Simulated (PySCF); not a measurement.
## Core-level binding energies of `C1CC[AsH]CC1`

Species: C₅H₁₁As.
SMILES with atom numbers: `[CH2:1]1[CH2:2][CH2:3][AsH:4][CH2:5][CH2:6]1`

Cartesian coordinates in Å at the PBE0-D3(BJ)/def2-SVP level; atoms count from 1:
```
atom  x, y, z in Å
C1     0.2850   -1.2289    0.5151
C2     1.2613   -0.0466    0.4916
C3     1.2110    0.7509   -0.8025
As4   -0.4990    1.7333   -1.0262
C5    -1.5845    0.4530    0.0472
C6    -1.0585   -0.9604   -0.1721
H7     0.7535   -2.1058    0.0376
H8     0.1099   -1.5179    1.5649
H9     2.2833   -0.4211    0.6737
H10    1.0426    0.6348    1.3318
H11    1.3338    0.0970   -1.6818
H12    2.0167    1.4989   -0.8548
H13   -0.2178    2.7100    0.1165
H14   -1.5639    0.7245    1.1136
H15   -2.6258    0.5445   -0.2950
H16   -0.9653   -1.1410   -1.2584
H17   -1.7964   -1.7011    0.1790
```

Level of theory: PySCF 2.14.0, delta-SCF UKS SCAN, pcX-2 on the ionised atom, pcseg-1 elsewhere, spin-free X2C. These are vertical core ionisation energies against the vacuum level, from separate self-consistent calculations with and without the core hole.

Problem. List the computed XPS lines with their assignment.

Solution. 
| atom(s) | environment | level | binding energy (eV) | above the level's lowest (eV) | count |
| --- | --- | --- | --- | --- | --- |
| C2/C6 | ring CH2 carbon | C 1s | 290.46 | +0.33 | 2 |
| C1 | ring CH2 carbon | C 1s | 290.44 | +0.31 | 1 |
| C3/C5 | ring CH2 carbon | C 1s | 290.13 | 0.00 | 2 |

Lowest listed C 1s: C3/C5, bonded to C, 2 H and As. Highest, 0.33 eV above it: C2/C6, bonded to 2 C and 2 H. The widest gap between neighbouring values is 0.31 eV, between 290.13 and 290.44 eV. The values 290.44 and 290.46 eV lie too close for their order to be trusted.

Problem. Express the binding energy of C 1s of C3/C5 in atomic units and per mole.

Solution. 290.13 eV = 10.6621 Eh = 27993 kJ/mol.

Topologically equivalent atoms share the value of their first member; where this conformer doesn't relate them by symmetry, their own values could differ. No level of arsenic is listed. One conformer (not necessarily the lowest) at the PBE0-D3(BJ)/def2-SVP geometry, without solvent, vibrations or thermal averaging.
